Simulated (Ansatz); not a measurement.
Gas-phase electronic energies from Ansatz, PBE0-D4/def2-TZVP geometries. CCSD(T)/CBS adds triple-zeta CCSD(T) − MP2 to the extrapolated MP2 energy (def2 sets, frozen cores). This one scheme is used for every species. Functionals use def2-TZVPP. B3LYP here is the variant with VWN-RPA as its local correlation; programs differ in this. Each species was taken in one conformer, which may not be the lowest.

Consider the cleavage of the B–Al bond: `F[B](F)[AlH2]` + `N=C=O` → `O=C=NB(F)F` + `[AlH3]`.

**Question.** Is it downhill or uphill in electronic energy at CCSD(T)/CBS, and by how much? (Best estimate.)

**Answer.** The calculation gave: Downhill: ΔE = -120.6 kJ/mol.

**Question.** What do these levels give: ωB97M-V, BLYP, B3LYP, RPA@PBE/def2-TZVPP, CCSD/def2-TZVPP, MP2/CBS(def2)? (Best estimate.)

**Answer.** The calculation gave: ωB97M-V -125.9, BLYP -116.1, B3LYP -123.8, RPA@PBE/def2-TZVPP -118.5, CCSD/def2-TZVPP -126.1, MP2/CBS(def2) -127.9 kJ/mol.

Largest T1 diagnostic among the species: 0.018.

Leaving LDA and LC-ωPBE aside and taking each functional with its dispersion term where it has one, the values, not all of them listed here, spread over 35.7 kJ/mol, from B97M-V to PBE-D4. LDA lies −10.0 kJ/mol from PBE without D4. From BLYP to BHLYP (50 % exact exchange), in def2-TZVPP and without D4, ΔE moves by −18.0 kJ/mol.
